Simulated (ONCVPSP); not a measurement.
u(r) = r·R(r): atom against pseudo-atom (Mo)

Columns: radius, all-electron u(r) and pseudo u(r) of the 4s shell (level -64.35 eV) of molybdenum in the configuration [Ar] 3d10 4s2 4p6 4d5 5s1; PBE, scalar-relativistic, ONCV scheme, ONCVPSP 4.0.1.

```tsv
r (bohr)	all-electron	pseudo
0.095	0.3745	0.0515
0.190	-0.0758	0.1155
0.285	-0.5555	0.2020
0.380	-0.5193	0.3162
0.475	-0.1704	0.4564
0.570	0.2536	0.6133
0.665	0.6199	0.7708
0.760	0.8812	0.9097
0.855	1.0357	1.0126
0.950	1.0997	1.0679
1.045	1.0956	1.0730
1.140	1.0450	1.0338
1.235	0.9662	0.9623
1.330	0.8729	0.8720
1.425	0.7748	0.7747
1.520	0.6784	0.6783
1.615	0.5875	0.5874
1.710	0.5044	0.5043
1.805	0.4300	0.4300
1.900	0.3645	0.3645
1.995	0.3075	0.3075
2.090	0.2584	0.2584
2.185	0.2164	0.2164
2.280	0.1807	0.1807
2.375	0.1505	0.1505
2.470	0.1252	0.1251
```

How many radial nodes do the two functions have?

The all-electron 4s function has n − l − 1 = 3 (the table is too coarse to show those close to the nucleus); the pseudo-wave has 0, since the states of the same l below it are removed with the core.

At about which radius was the pseudo-wave matched?

1.65 bohr. The columns agree to 0.0005 from 1.43 bohr on; several derivatives are matched, so the curves merge somewhat inside the radius.

Is the pseudo-wave norm-conserving?

Yes: the ONCV scheme keeps the norm inside the radius equal to the all-electron one, which fixes the energy derivative of the logarithmic derivative at the level.
